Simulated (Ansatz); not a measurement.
GeHNSn: where a starting geometry ends

The starting geometry of this gas-phase triplet was optimised with GFN2-xTB.

```json
{"atom": "Ge", "x (Å)": "-0.5229", "y (Å)": "3.5765", "z (Å)": "1.3711"}
{"atom": "N", "x (Å)": "-2.2209", "y (Å)": "3.5089", "z (Å)": "1.1119"}
{"atom": "Sn", "x (Å)": "-1.5675", "y (Å)": "3.2431", "z (Å)": "-1.0973"}
{"atom": "H", "x (Å)": "-3.1339", "y (Å)": "3.5423", "z (Å)": "1.5242"}
```

Problem. Where would you expect an optimisation with B3LYP-D3(BJ)/def2-SVP to take it?

Solution. It keeps its links, though one stretches towards breaking. Distances that change by over a tenth: Ge1–Sn3 (2.70 → 3.11 Å).

The energy falls by 0.14 eV over 9 steps:

| step | E − E(last) (eV) |
| --- | --- |
| 1 | 0.143 |
| 2 | 0.037 |
| 3 | 0.028 |
| 4 | 0.006 |
| 5 | 0.006 |
| 6 | 0.000 |
| 7 | 0.000 |
| 8 | 0.000 |
| 9 | 0.000 |

Final geometry (Å):

```xyz
4

Ge   -0.5003    3.6101    1.6340
N    -2.1422    3.4967    1.0026
Sn   -1.7505    3.2277   -1.1901
H    -3.0524    3.5362    1.4634
```

Frequencies at the end are all real (lowest 86 cm⁻¹). Open shells are spin-unrestricted. The triplet needn't be the ground state. Atoms past krypton carry core potentials, without spin–orbit terms. Run with Ansatz 0.2.0, 65 s on 1 thread of Arm Neoverse V1, with other jobs on the host.
